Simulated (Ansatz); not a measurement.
Compare A (`N[SiH]1C[SiH2]1`) with its isomer B (`[SiH3]C1N[SiH2]1`).

Isolated molecules relaxed with PBE0-D4/def2-TZVP in Ansatz; ΔE leaves out vibrations. CBS: MP2 limit from def2 TZ/QZ plus the TZ coupled-cluster correction, frozen cores. DFT in def2-TZVPP. B3LYP here is the variant with VWN-RPA as its local correlation; programs differ in this. Each species was taken in one conformer, which may not be the lowest.

Q: Which is lower in electronic energy at CCSD(T)/CBS, and by how much? (An estimate is asked.)

A: Ansatz gave: A, by 20.6 kcal/mol.

Q: Give E(B) − E(A) in kcal/mol with MP2/def2-TZVPP, B3LYP, BLYP-D4, CCSD(T)/def2-TZVPP, ωB97M-V, B2PLYP, CCSD/def2-TZVPP. (Estimate.)

A: Ansatz gave: MP2/def2-TZVPP 19.8, B3LYP 20.5, BLYP-D4 19.1, CCSD(T)/def2-TZVPP 20.0, ωB97M-V 20.4, B2PLYP 20.1, CCSD/def2-TZVPP 20.2. None reverses the order clearly.

Q: Does the order hold for the free energy at 298.15 K (harmonic terms from PBE0-D4)? (An estimate is asked.)

A: The calculation gave: Yes: G(B) − G(A) = +19.0 kcal/mol, for one conformer each.

Largest T1 diagnostic: 0.013.

From PBE to PBE0 (25 % exact exchange), in def2-TZVPP and without D4, E(B) − E(A) moves by +0.7 kcal/mol. Leaving LDA and LC-ωPBE aside and taking each functional with its dispersion term where it has one, the values, not all of them listed here, spread over 3.8 kcal/mol, from BLYP-D4 to B97M-V. LDA lies +1.2 kcal/mol from PBE without D4.
